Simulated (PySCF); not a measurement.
A side-by-side comparison of computed properties.

First species: C5H4F3OP.
SMILES: `Cc1occ(C(F)(F)F)p1`

Second species: C4H10S3.
Atom-mapped SMILES: `[CH3:1][S:2][CH2:3][C@@H:4]([SH:5])[CH2:6][SH:7]` (hydrogens: H8, H9, H10 on C1; H11, H12 on C3; H13 on C4; H14 on S5; H15, H16 on C6; H17 on S7)

Geometry (GFN2-xTB, Å), atoms numbered from 1 in this order:
```
atom  x, y, z in Å
C1    -2.503   -0.751   -0.634
S2    -1.983   -0.327    1.052
C3    -0.176   -0.470    0.886
C4     0.461    0.677    0.118
S5     0.269    2.268    1.027
C6     1.950    0.456   -0.080
S7     2.225   -1.007   -1.155
H8    -3.585   -0.832   -0.610
H9    -2.208    0.030   -1.328
H10   -2.063   -1.703   -0.916
H11    0.208   -0.504    1.906
H12    0.040   -1.417    0.388
H13   -0.020    0.800   -0.856
H14   -0.993    2.027    1.380
H15    2.442    0.282    0.878
H16    2.394    1.321   -0.572
H17    3.537   -0.836   -1.275
```

Levels: CAM-B3LYP/def2-SVPD for HOMO energy, LUMO energy, HOMO–LUMO gap and static isotropic polarisability; TDDFT CAM-B3LYP/def2-SVPD for lowest singlet excitation; TDA CAM-B3LYP/def2-SVPD for lowest triplet excitation (Tamm–Dancoff). Geometries: GFN2-xTB. All species are isolated and taken at one optimised geometry, non-relativistic unless stated; the electronic structure was computed with PySCF and density fitting.

The conformers computed, where there is a choice (atom-mapped SMILES and torsion angles):
- `[CH3:1][c:2]1[o:3][cH:4][c:5]([C:6]([F:7])([F:8])[F:9])[p:10]1`: C4–C5–C6–F7 147°

The conformers of `CSC[C@@H](S)CS` aren't listed.

Q: Which has the higher T1 energy?

A: The second: 5.07 eV against 3.14 eV, a difference of 1.93 eV.

Q: Which has the higher S1 energy?

A: The second: 5.51 eV against 5.29 eV, a difference of 0.22 eV.

Q: Which of the two has the higher HOMO energy, and by how much?

A: The second: -7.96 eV against -8.29 eV, a difference of 0.33 eV.

Q: Which has the higher static isotropic polarisability?

A: The second: 111.9 au against 85.5 au, a difference of 26.4 au.

Q: Which has the higher HOMO–LUMO gap?

A: The second: 8.65 eV against 8.12 eV, a difference of 0.53 eV.

Q: Which of the two has the higher LUMO energy, and by how much?

A: The second: 0.69 eV against -0.17 eV, a difference of 0.86 eV.

On the first: S1 lies 2.83 eV below the HOMO–LUMO gap; its leading configuration is HOMO→LUMO, weight 0.94. The polarisability is 12.67 Å³ as a volume (1 au = 0.148185 Å³), or 1.02 au for each of the 84 electrons. GFN2-xTB frequencies show an imaginary mode (80i cm⁻¹), so this geometry is no minimum at that level.

On the second: The vertical singlet–triplet gap S1 − T1 is 0.44 eV (TDDFT singlet less Tamm–Dancoff triplet; S1: HOMO−1→LUMO, weight 0.33, beside HOMO−2→LUMO, weight 0.24; T1: HOMO−1→LUMO, weight 0.28, beside HOMO−2→LUMO, weight 0.19). No computed singlet falls in the visible range (750 to 380 nm, 1.65 to 3.26 eV); S1 lies 2.25 eV above its blue end.
